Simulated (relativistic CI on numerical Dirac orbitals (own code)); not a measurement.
## Electric-dipole lines of Ta¹²⁺

These numbers are calculated, not measured: Dirac-Coulomb-Breit CI, orbitals from a KLI potential per configuration, a model potential for QED, unscaled Slater integrals (own radial code, finite nucleus).

Configuration list (outside the closed core [Kr] 4d10): 4f¹³5s², 4f¹²5s²5p, 4f¹³5s5p, 4f¹⁴5s, 4f¹²5s5p², 4f¹⁴5p, 4f¹³5s5d, 4f¹²5s²5d, 4f¹¹5s²5p6s, 4f¹³5s5f, 4f¹⁴5d, 4f¹²5s²6s, 4f¹³5p5d. Double excitations out of closed p, d and f shells are left out; levels of such configurations are missing from the list, as are those of other unlisted configurations, and high levels can miss mixing partners.

```csv
λ vac (nm),Lower,Upper,A (s⁻¹),log gf,S velocity/length
26.239,4f¹³5s² ²F°7/2 [2],4f¹²5s5p² ⁴D7/2 [200],2.19e+09,-0.74,0.71
26.307,4f¹²5s²5p ⁴G°11/2 [1],4f¹²5s5p² ⁴K13/2 [198],7.55e+09,0.04,0.76
26.330,4f¹²5s²5p ⁴G°11/2 [1],4f¹²5s5p² ²H11/2 [196],3.75e+09,-0.33,0.71
26.479,4f¹³5s² ²F°7/2 [2],4f¹³5s5p ²F7/2 [194],2.31e+10,0.29,0.82
26.557,4f¹²5s²5p ⁴G°11/2 [1],4f¹²5s5p² ²H11/2 [193],1.71e+09,-0.66,0.72
26.595,4f¹³5s² ²F°7/2 [2],4f¹²5s5p² ⁴G7/2 [192],2.81e+09,-0.62,0.78
26.712,4f¹²5s²5p ²I°13/2 [3],4f¹²5s5p² ⁴K13/2 [198],2.27e+09,-0.47,0.73
26.735,4f¹²5s²5p ²I°13/2 [3],4f¹²5s5p² ²H11/2 [196],6.52e+09,-0.08,0.81
26.909,4f¹²5s²5p ⁴G°11/2 [1],4f¹³5s5p ²G9/2 [186],6.18e+09,-0.17,0.79
26.926,4f¹³5s² ²F°7/2 [2],4f¹³5s5p ²G9/2 [186],2.27e+10,0.39,0.77
26.961,4f¹²5s²5p ⁴D°7/2 [4],4f¹²5s5p² ⁴D7/2 [200],5.83e+09,-0.29,0.76
26.969,4f¹²5s²5p ²I°13/2 [3],4f¹²5s5p² ²H11/2 [193],5.30e+09,-0.16,0.82
26.983,4f¹³5s² ²F°7/2 [2],4f¹³5s5p ²D5/2 [184],1.48e+10,-0.01,0.79
26.997,4f¹²5s²5p ⁴G°11/2 [1],4f¹²5s5p² ²G9/2 [183],4.52e+09,-0.31,0.78
27.013,4f¹³5s² ²F°7/2 [2],4f¹²5s5p² ²G9/2 [183],1.02e+10,0.05,0.82
27.033,4f¹³5s² ²F°7/2 [2],4f¹²5s5p² ⁴F5/2 [181],9.06e+09,-0.23,0.74
27.043,4f¹²5s²5p ²I°13/2 [3],4f¹²5s5p² ²K15/2 [191],2.17e+10,0.58,0.77
27.044,4f¹²5s²5p ⁴G°11/2 [1],4f¹²5s5p² ⁴F9/2 [180],4.06e+09,-0.35,0.80
27.061,4f¹³5s² ²F°7/2 [2],4f¹²5s5p² ⁴F9/2 [180],1.54e+10,0.23,0.84
27.258,4f¹³5s² ²F°7/2 [2],4f¹²5s5p² ⁴G5/2 [178],5.06e+09,-0.47,0.86
27.285,4f¹²5s²5p ²G°9/2 [5],4f¹²5s5p² ²H11/2 [196],4.15e+09,-0.26,0.82
27.329,4f¹³5s² ²F°7/2 [2],4f¹³5s5p ²D5/2 [176],1.36e+10,-0.04,0.85
27.351,4f¹³5s² ²F°5/2 [6],4f¹²5s5p² ⁴D7/2 [200],4.58e+09,-0.39,0.88
27.413,4f¹³5s² ²F°5/2 [6],4f¹³5s5p ²D3/2 [199],2.17e+10,-0.01,0.84
27.611,4f¹³5s² ²F°5/2 [6],4f¹³5s5p ²F7/2 [194],7.97e+09,-0.14,0.84
27.978,4f¹³5s² ²F°7/2 [2],4f¹²5s5p² ²G9/2 [162],1.69e+09,-0.70,1.07
28.145,4f¹³5s² ²F°7/2 [2],4f¹²5s5p² ²F7/2 [159],2.61e+09,-0.61,1.18
28.555,4f¹³5s² ²F°7/2 [2],4f¹²5s5p² ⁴G7/2 [154],1.91e+09,-0.73,1.12
28.654,4f¹³5s² ²F°7/2 [2],4f¹²5s5p² ⁴F5/2 [150],2.65e+09,-0.71,0.89
28.944,4f¹³5s² ²F°7/2 [2],4f¹²5s5p² ⁴G9/2 [146],1.48e+09,-0.73,0.99
39.343,4f¹²5s²5p ²I°13/2 [3],4f¹²5s5p² ²H11/2 [89],1.04e+09,-0.54,0.68
42.287,4f¹²5s²5p ²K°13/2 [19],4f¹²5s5p² ⁴K11/2 [101],2.09e+09,-0.17,0.64
42.767,4f¹²5s²5p ²G°9/2 [5],4f¹²5s5p² ⁴H7/2 [84],1.47e+09,-0.49,0.58
42.795,4f¹²5s²5p ²H°11/2 [21],4f¹²5s5p² ⁴I13/2 [100],1.79e+09,-0.16,0.66
42.952,4f¹²5s²5p ⁴I°11/2 [7],4f¹²5s5p² ⁶H9/2 [85],1.30e+09,-0.45,0.58
42.969,4f¹²5s²5p ²I°13/2 [3],4f¹²5s5p² ⁶H11/2 [78],1.29e+09,-0.37,0.62
43.237,4f¹²5s²5p ⁴D°7/2 [4],4f¹²5s5p² ⁶D9/2 [79],1.29e+09,-0.44,0.58
43.246,4f¹²5s²5p ⁴G°11/2 [1],4f¹²5s5p² ⁶G13/2 [77],1.62e+09,-0.20,0.63
43.498,4f¹³5s² ²F°7/2 [2],4f¹³5s5p ⁴D5/2 [76],1.45e+09,-0.61,0.61
43.670,4f¹³5s² ²F°5/2 [6],4f¹³5s5p ²G7/2 [82],1.84e+09,-0.38,0.61
43.782,4f¹²5s²5p ²G°9/2 [5],4f¹²5s5p² ⁶D9/2 [79],8.35e+08,-0.62,0.62
44.350,4f¹²5s²5p ²I°13/2 [3],4f¹²5s5p² ⁶G13/2 [77],6.98e+08,-0.54,0.52
44.422,4f¹³5s² ²F°7/2 [2],4f¹³5s5p ⁴G9/2 [74],1.83e+09,-0.27,0.63
44.492,4f¹²5s²5p ⁴I°15/2 [26],4f¹²5s5p² ⁶I17/2 [124],1.82e+09,-0.01,0.60
45.210,4f¹³5s² ²F°7/2 [2],4f¹³5s5p ⁴G7/2 [72],1.07e+09,-0.58,0.58
```

Terms are leading LS components. Brackets give the number of a level in order of energy, since labels repeat. The list gives strong lines, with weight on those to low levels, among the lowest 200 of 1240 levels, so that lines to higher ones, which can be the strongest, are missing. Levels whose partners in the same complex of configurations lie outside the list can be far off, and so can their lines. Rates are taken at the computed energies, electric ones in the length gauge. A velocity-to-length ratio far from 1 marks an uncertain rate.

At this charge transitions that keep the count of f electrons are usually good to a few per cent. Terms inside the open d or f shell come out 10 to 20 % too wide with unscaled integrals. Levels and lines within the n = 5 or 6 shells can be off by up to 10 % or somewhat more, and those that change n by about 2 %, since core polarisation is missing. Levels that differ in their count of f electrons can be misplaced by several ten thousand cm⁻¹, since the correlation energy of f electrons is missing or only estimated; rates across such gaps can be off by orders of magnitude. The computed lowest level isn't the tabulated ground level, which NIST ASD gives as 4f13 5s2 2F°7/2; for such ions that label comes from theory and may be the wrong one.

LS names give the leading component of a level, which can be under half, so a name can repeat, a term be missing and a line seem to break the LS rules.
